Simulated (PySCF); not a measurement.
phosphorus nitride cation (NP), SMILES P#N (connectivity only; charge and spin as stated), charge +1, multiplicity 2. The structure is a stationary point at r2SCAN-D4/def2-TZVPD. The multiplicity is an assumed one; other spin states were not compared.

All values below come from PySCF with r2SCAN-D4/def2-TZVPD.

Harmonic wavenumbers (cm⁻¹): 1363. Rotational constants (GHz): 24.01 (linear); symmetry number 1.

Problem. Work out the zero-point energy and the ideal-gas rigid-rotor harmonic-oscillator thermochemistry at 298.15 K and 1 atm.

Solution. ZPE = ½ Σ hcν = ½ × 1363 cm⁻¹ = 1.95 kcal/mol. H − E(el) = 4.03 kcal/mol. Entropy in cal/(mol K): translation 37.34, rotation 13.03, vibration 0.02, spin 1.38, total 51.76. G − E(el) = -11.40 kcal/mol. Cp = 7.08 cal/(mol K).
